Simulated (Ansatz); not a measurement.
Frontier orbitals of C4H3F7 (`FC(F)C(F)C(F)(F)C(F)F`).

```csv
atom,x (Å),y (Å),z (Å)
F1,1.4598,-2.4382,0.2949
C2,0.4411,-1.6380,-0.0670
F3,0.6156,-1.3066,-1.3716
C4,0.4800,-0.3800,0.7860
F5,0.2567,-0.7688,2.0764
C6,-0.5867,0.6538,0.4178
F7,-1.8012,0.0551,0.3596
F8,-0.6252,1.5727,1.3962
C9,-0.3645,1.3761,-0.9211
F10,-1.2297,2.3983,-1.0033
F11,0.8910,1.8720,-0.9460
H12,-0.4981,-2.1876,0.0393
H13,1.4697,0.0799,0.7129
H14,-0.5087,0.7113,-1.7742
```

Charge 0, multiplicity 1. All single points use the PBE0-D4/def2-TZVP geometry. It is one conformer, not always the lowest. Basis def2-TZVPP, Ansatz.

A caution on the coupled-cluster cation, which keeps the state that its UHF reference found: it lies well above the hybrids' cation and may not be the lowest state.

```
functional  HOMO (eV)  LUMO (eV)
       PBE      -8.20      -0.63
```

(1) Give HOMO and LUMO (eV) with LDA (SPW92), revPBE, BLYP, r2SCAN, B97M-V, PBE0, B3LYP, r2SCANh, r2SCAN0, HSE06 (plane-wave form), BHLYP, CAM-B3LYP, LC-ωPBE, ωB97X-V, ωB97M-V, HF. (An estimate is asked.)

Answers

(1) Ansatz gave: 
```
             functional    HOMO   LUMO
            LDA (SPW92)   -8.44  -1.03
                 revPBE   -8.10  -0.47
                   BLYP   -8.20  -0.53
                 r2SCAN   -8.61  -0.30
                 B97M-V   -8.79  -0.27
                   PBE0  -10.02   0.51
                  B3LYP   -9.83   0.20
                r2SCANh   -9.29   0.10
                r2SCAN0  -10.30   0.70
HSE06 (plane-wave form)   -9.61   0.13
                  BHLYP  -11.86   1.63
              CAM-B3LYP  -11.61   1.60
                LC-ωPBE  -12.84   2.94
                ωB97X-V  -12.52   2.82
                ωB97M-V  -12.43   2.58
                     HF  -14.54   4.19
```

B3LYP here is the variant with VWN-RPA as its local correlation; programs differ in this. LC-ωPBE has ω = 0.4 bohr⁻¹. Positive LUMOs are unbound and depend on the basis.
